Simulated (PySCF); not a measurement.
**Steps of a relaxation of CeF3(NH3)**

CeF3(NH3) (singlet in the valence; each metal's 4f electrons, 1 of them, lie in its core potential, out of spins and levels). PySCF 2.14.0, RKS PBE0, Ce lcecp-1-SVP with ECP47, F def2-SVP, N def2-SVP, H def2-SVP; non-relativistic Hamiltonian with scalar-relativistic core potentials where named; density fitting; no spin-orbit coupling. Origin of the start: template. Columns: position (Å) and force (eV/Å). Energies are counted from the last step; some of the 16 steps are shown. Forces carry noise of the integration grid, about 0.01 to 0.03 eV/Å.

Run from Python with OMP_NUM_THREADS=2. Where DIIS fails, smearing, a level shift and second-order steps follow.
It took 2.1 min on 2 threads of Intel(R) Xeon(R) Platinum 8259CL CPU @ 2.50GHz (Skylake/Cascade Lake) (shared host), from the converged density of the start.

```xyz
8
step 0  E = 0.212 eV
Ce    0.0116   -0.0116    0.0116     1.19   -1.19    1.19
F     1.2666    1.2434    1.2666    -0.62   -0.35   -0.62
F    -1.2434   -1.2666    1.2666     0.35    0.62   -0.62
F     1.2666   -1.2666   -1.2434    -0.62    0.62    0.35
N    -1.4938    1.4938   -1.4938    -0.18    0.18   -0.18
H    -2.1070    2.1070   -0.9568    -0.09    0.09    0.05
H    -0.9568    2.1070   -2.1070     0.05    0.09   -0.09
H    -2.1070    0.9568   -2.1070    -0.09   -0.05   -0.09
```

```xyz
8
step 5  E = 0.006 eV
Ce    0.1169   -0.1169    0.1169    -0.04    0.04   -0.04
F     1.1958    1.3697    1.1958    -0.02    0.00   -0.02
F    -1.3697   -1.1958    1.1958     0.00    0.02   -0.02
F     1.1958   -1.1958   -1.3697    -0.02    0.02    0.00
N    -1.4538    1.4538   -1.4538     0.05   -0.05    0.05
H    -2.0673    2.0673   -0.9134     0.01   -0.01    0.00
H    -0.9134    2.0673   -2.0673     0.00   -0.01    0.01
H    -2.0673    0.9134   -2.0673     0.01    0.00    0.01
```

```xyz
8
step 10  E = 0.001 eV
Ce    0.1290   -0.1290    0.1290     0.01   -0.01    0.01
F     1.1456    1.4475    1.1456    -0.01   -0.01   -0.01
F    -1.4475   -1.1456    1.1456     0.01    0.01   -0.01
F     1.1456   -1.1456   -1.4475    -0.01    0.01    0.01
N    -1.4149    1.4149   -1.4149     0.02   -0.02    0.02
H    -2.0257    2.0257   -0.8694    -0.01    0.01   -0.01
H    -0.8694    2.0257   -2.0257    -0.01    0.01   -0.01
H    -2.0257    0.8694   -2.0257    -0.01    0.01   -0.01
```

Q: Where does the relaxation end?

A: It converges at step 15 in C3v:
```xyz
8
step 15  E = 0
Ce    0.1522   -0.1522    0.1522
F     1.1037    1.5057    1.1037
F    -1.5057   -1.1037    1.1037
F     1.1037   -1.1037   -1.5057
N    -1.3857    1.3857   -1.3857
H    -1.9960    1.9960   -0.8392
H    -0.8392    1.9960   -1.9960
H    -1.9960    0.8392   -1.9960
```

Q: How did the contacts change?

A: 
```tsv
contact	start (Å)	end (Å)
Ce1–F2 (F)	2.174	2.135
Ce1–F3 (F)	2.174	2.135
Ce1–F4 (F)	2.174	2.135
Ce1–N5 (NH3)	2.607	2.664
```


An lcecp potential fixes the number of 4f electrons, so in runs with it no electron can move into or out of that shell.
